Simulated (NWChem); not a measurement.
System: CH₄Be; SMILES [BeH][CH3]

Results from NWChem. Geometry: optimised at PBE-D3(BJ)/def2-SVP. Ions are spin-unrestricted doublets at the neutral geometry; other ion states weren't tried. Functional: LC-ωPBE (HJS hole) with def2-SVP; rows give the range parameter ω in 1/bohr.

**Question.** At which range parameter does −ε(HOMO) equal the ΔSCF ionisation energy (optimal tuning)?

**Answer.** about 0.41 per bohr, by linear interpolation in these runs:
```tsv
range parameter (1/bohr)	vertical ionisation energy, ΔSCF (eV)	−ε(HOMO) (eV)	ΔSCF minus −ε(HOMO) (eV)
0.05	10.79	7.78	3.01
0.30	11.21	10.69	0.52
0.40	11.35	11.33	0.02
0.50	11.43	11.76	-0.33
0.60	11.45	12.06	-0.61
```
